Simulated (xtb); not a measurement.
B(NCO)2(OH) (C₂HBN₂O₃), SMILES O=C=NB(O)N=C=O. All values are semi-empirical tight-binding results from xtb (GFN2-xTB unless named), good for trends rather than for accurate numbers. Geometry: GFN2-xTB. The values are those of a single conformer.

Optimised geometry:

```xyz
9

B     -0.7871    -0.0041     0.0000
N     -0.3511     1.3534     0.0000
C      0.4701     2.2153     0.0000
O      1.1700     3.1315     0.0000
N      0.1988    -1.0241     0.0000
C      0.5896    -2.1479     0.0000
O      1.0806    -3.1909     0.0000
O     -2.0820    -0.3267     0.0000
H     -2.7050     0.3999     0.0000
```

Computed properties:
```
Quantity                                       Result
--------------------------------------  -------------
point group as xtb finds it                        Cs
orbital gap                                   5.30 eV
dipole moment                                  2.97 D
zero-point energy                       28.5 kcal/mol
G − E(el) at 298.15 K (modified RRHO)    7.3 kcal/mol
static polarisability (D4 model)           57.8 bohr³
solvation energy, GFN2-xTB/ALPB(water)  -6.0 kcal/mol
solvation energy, GFN2-xTB/ALPB(ether)  -9.3 kcal/mol
```

**Question.** Give the IR lines (harmonic; lines under 4 % of the strongest left out, lines within 3 cm⁻¹ merged). (The exact figures need the calculation; the answer reports its results.)

**Answer.** ν (cm⁻¹): 583 (w), 877 (w), 1109 (m), 1287 (m), 1579 (w), 2485 (vs), 2546 (m) (against the strongest line: vs over 80 %, s over 45 %, m over 15 %, w over 4 %, vw less)

Computed atomic charges and the Wiberg bond orders between heavy atoms:
charges (e) B1 0.45, N2 -0.27, C3 0.33, O4 -0.25, N5 -0.25, C6 0.34, O7 -0.25, O8 -0.43, H9 0.33. Bond orders B1–N2 1.02, N2–C3 1.97, N2–O4 0.36, C3–O4 1.92, B1–N5 1.04, N5–C6 1.97, N5–O7 0.36, C6–O7 1.93, B1–O8 1.24.
